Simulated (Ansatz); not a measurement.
Two structures of SnSiH₇Cl, singlet, reached by relaxing down either side of one saddle point (PBE0-D4/def2-TZVP). Energies are electronic, without zero-point energy. Ansatz 0.2.0; basis: def2-TZVPP and def2-QZVPP; cores frozen in the correlated methods. Filled d shells of the heavier atoms are correlated. Core potentials replace the inner electrons of the atoms past krypton. The def2 sets are not built for correlating such inner shells, so the correlated values are less sure here. Extrapolation: Hartree–Fock as exp(−7.88 √X), correlation as X^−2.97. First:

| atom | x (Å) | y (Å) | z (Å) |
| --- | --- | --- | --- |
| Sn1 | -0.7427 | 0.9360 | -1.9226 |
| Cl2 | 1.5592 | 1.2860 | -1.7797 |
| H3 | -1.0058 | 0.1452 | -3.4040 |
| H4 | -1.1574 | -0.0295 | -0.5856 |
| H5 | -1.4596 | 2.4759 | -1.8611 |
| H6 | 1.2267 | 0.2639 | 1.3978 |
| Si7 | 0.5645 | -0.9607 | 1.9100 |
| H8 | -0.8224 | -0.6356 | 2.3332 |
| H9 | 0.5188 | -1.9884 | 0.8388 |
| H10 | 1.3187 | -1.4928 | 3.0735 |

Second:

```xyz
10
angstrom
Sn -1.1427 0.1399 -0.9391
Cl 2.5395 1.7022 -0.9117
H -0.2859 -0.3378 -2.3322
H -2.7354 -0.4700 -1.0458
H -1.2179 1.8408 -0.8720
H 2.3080 0.9325 0.0883
Si -0.0435 -0.8074 1.1748
H -0.7956 -0.3991 2.3898
H 0.0178 -2.2912 1.1185
H 1.3557 -0.3099 1.3296
```

(1) Which bonds change from the first to the second?

(2) Give the saddle point's structure and its height above each. (To be estimated.)

T1 diagnostic: at most 0.015. The start structure is not quite a true minimum (one mode of 33i cm⁻¹).

Results:

(1) SnH₃Cl ([Cl][SnH3]) + SiH₄ → SnSiH₆ ([SiH3][SnH3]) + HCl; bonds formed: Sn1–Si7, Cl2–H6; bonds broken: Sn1–Cl2, H6–Si7.

(2) Computed: 215.8 kJ/mol above the first and 154.4 kJ/mol above the second (CCSD(T) at an estimated basis limit (MP2 extrapolated from triple and quadruple zeta, plus CCSD(T) − MP2 in triple zeta)).
```json
{"atom": "Sn1", "x (Å)": "-0.6997", "y (Å)": "0.4690", "z (Å)": "-1.1400"}
{"atom": "Cl2", "x (Å)": "1.9419", "y (Å)": "1.4347", "z (Å)": "-0.8933"}
{"atom": "H3", "x (Å)": "-0.1762", "y (Å)": "-0.2183", "z (Å)": "-2.5932"}
{"atom": "H4", "x (Å)": "-1.9900", "y (Å)": "-0.4981", "z (Å)": "-0.5049"}
{"atom": "H5", "x (Å)": "-1.1564", "y (Å)": "2.0944", "z (Å)": "-1.0591"}
{"atom": "H6", "x (Å)": "0.9600", "y (Å)": "0.3822", "z (Å)": "0.0457"}
{"atom": "Si7", "x (Å)": "0.3072", "y (Å)": "-0.7142", "z (Å)": "1.2547"}
{"atom": "H8", "x (Å)": "-0.7943", "y (Å)": "-0.1866", "z (Å)": "2.0962"}
{"atom": "H9", "x (Å)": "0.0116", "y (Å)": "-2.0967", "z (Å)": "0.8049"}
{"atom": "H10", "x (Å)": "1.5960", "y (Å)": "-0.6663", "z (Å)": "1.9891"}
```

Labels in which every atom is bracketed show which atoms are joined, not bond orders.

For scale, one of the runs: CCSD(T)/def2-TZVPP, 232 basis functions, launched by `ansatz run in.yaml --threads 4 --pin off --events-out ev --progress --plain --max-ram 9574MiB`. Time: 2.3 min of wall clock on 4 CPU threads of an Intel Xeon; the host was shared. Peak host memory: 4.1 GiB.
